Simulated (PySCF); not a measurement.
## 29Si chemical shifts

Level of theory: GFN2-xTB geometry, GIAO PBE0/pcSseg-1 shieldings, in PySCF 2.14.0 with density-fitted response routines (one conformer, no solvent, equivalent nuclei averaged, non-relativistic Hamiltonian).

Shieldings were converted by a linear fit to measured shifts: 29Si (scatter 8.9 ppm rms, 25.8 ppm with the 6 outliers that the fit left out vs TMS, solution or neat liquid). Occasional misses reach two or three times the rms, and more in compound classes unlike the fitted ones.

Task: Give the 29Si shifts of `C[C@@H]1[SiH2][C@@H](C#N)[Si@@H]1CCl`, `CN[Si@H]([SiH3])[SiH2]C#N`, `COC(F)(F)[SiH3]`, `CCC[SiH2][C@@H](F)Cl`, `CNC(=O)[C@@H](C)/C=C/[SiH3]`, `CN[Si@@](C)(F)[SiH3]`.

Result: 
```
                                                            compound                                            environment  δ (ppm)
[CH3:1][C@@H:2]1[SiH2:3][C@@H:4]([C:5]#[N:6])[Si@@H:7]1[CH2:8][Cl:9]    Si7: silicon bonded to 3 C, H, in a 4-membered ring     -5.3
[CH3:1][C@@H:2]1[SiH2:3][C@@H:4]([C:5]#[N:6])[Si@@H:7]1[CH2:8][Cl:9]  Si3: silicon bonded to 2 C, 2 H, in a 4-membered ring    -24.5
                  [CH3:1][NH:2][Si@H:3]([SiH3:4])[SiH2:5][C:6]#[N:7]                      Si3: silicon bonded to N, 2 Si, H    -49.8
                  [CH3:1][NH:2][Si@H:3]([SiH3:4])[SiH2:5][C:6]#[N:7]                      Si5: silicon bonded to C, Si, 2 H   -101.4
                  [CH3:1][NH:2][Si@H:3]([SiH3:4])[SiH2:5][C:6]#[N:7]                         Si4: silicon bonded to Si, 3 H   -101.7
                                                     COC(F)(F)[SiH3]                               silicon bonded to C, 3 H    -63.7
                                                CCC[SiH2][C@@H](F)Cl                             silicon bonded to 2 C, 2 H    -35.0
                                         CNC(=O)[C@@H](C)/C=C/[SiH3]                               silicon bonded to C, 3 H    -68.0
                       [CH3:1][NH:2][Si@@:3]([CH3:4])([F:5])[SiH3:6]                     Si3: silicon bonded to C, F, N, Si      2.3
                       [CH3:1][NH:2][Si@@:3]([CH3:4])([F:5])[SiH3:6]                         Si6: silicon bonded to Si, 3 H   -110.0
```

Task: Match the shifts 22.4, -32.7, -63.9 ppm to `C=CC/C(=N\[SiH3])[C@@H](C)O`, `C[Si](C)(F)CCCl`, `C=N[SiH2][C@@H](C)CC(C)=O`.

Result: 22.4: C[Si](C)(F)CCCl (silicon bonded to 3 C, F); -32.7: C=N[SiH2][C@@H](C)CC(C)=O (silicon bonded to C, N, 2 H); -63.9: C=CC/C(=N\[SiH3])[C@@H](C)O (silicon bonded to N, 3 H).
